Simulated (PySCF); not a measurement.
## Worked example: chemical shift, span and skew from a shielding tensor

3-silyloxypropanenitrile (C3H7NOSi), SMILES [SiH3]OCCC#N. Atoms are numbered in the order given.

```xyz
13

N     -0.5450    -3.6323     0.0000
C      0.0267    -2.6200     0.0000
C      0.7066    -1.3326     0.0000
C     -0.2728    -0.1562     0.0000
O      0.4896     1.0261     0.0000
Si    -0.1865     2.5577     0.0000
H      1.3586    -1.2602    -0.8865
H      1.3586    -1.2602     0.8865
H     -0.9258    -0.2180     0.8928
H     -0.9258    -0.2180    -0.8928
H     -1.0365     2.7547     1.2144
H     -1.0365     2.7547    -1.2144
H      0.9537     3.5088     0.0000
```

Geometry optimised at r2SCAN-D4/def2-SVP. One conformer was computed; it need not be the lowest.

GIAO shieldings from PySCF with KT2/pcSseg-1, non-relativistic, no solvent. The symmetric part of the tensor of C4 has the principal values 86.6, 97.2, 162.3 ppm. The same nucleus in TMS has σ = 185.1 ppm at this level (PySCF, at its B3LYP-D3(BJ)/def2-TZVP geometry).

**Question.** Work out the isotropic shielding, the ¹³C shift against TMS, the span and the skew.

**Answer.** 
σ(iso) = (σ11 + σ22 + σ33)/3 = 115.4 ppm. δ = σ(ref) − σ(iso) = 185.1 − (115.4) = 69.7 ppm.
Span Ω = σ33 − σ11 = 75.7 ppm. Skew κ = 3(σ(iso) − σ22)/Ω = 0.72. Tumbling in solution averages the tensor to δ; in a static solid the shielding alone would spread this spin-1/2 line over Ω.
